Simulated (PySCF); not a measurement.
**Working out the ionisation energy of Cu(2+)**

Cu(2+) [Ar] 3d9 (2D) → Cu(3+) [Ar] 3d8 (3F). Computed with PySCF 2.14 in aug-cc-pVTZ-DK, with the spin-free X2C one-electron Hamiltonian (Gaussian nucleus). Frozen: [Ar]. Energies in hartree (1 hartree = 27.21139 eV):

```csv
part,Cu(2+) (lower),Cu(3+) (upper)
UHF,-1652.277295,-1651.027103
CCSD correlation,-0.325335,-0.241325
(T),-0.008212,-0.003841
```

Q: What does Hartree-Fock give?

A: (-1651.027103) − (-1652.277295) = 1.250192 hartree = 34.019 eV.

Q: What do CCSD and CCSD(T) give?

A: The CCSD correlation energies differ by 0.084010 hartree = 2.286 eV and the triples by 0.004371 hartree = 0.119 eV, so CCSD gives 36.305 eV and CCSD(T) 36.424 eV.

Reference: 36.841 ± 0.012 eV (measured; NIST Atomic Spectra Database, ionization energies), between the lowest levels; spin-orbit coupling is absent from the calculation.

What remains against the reference includes basis incompleteness, the frozen core and higher excitations.
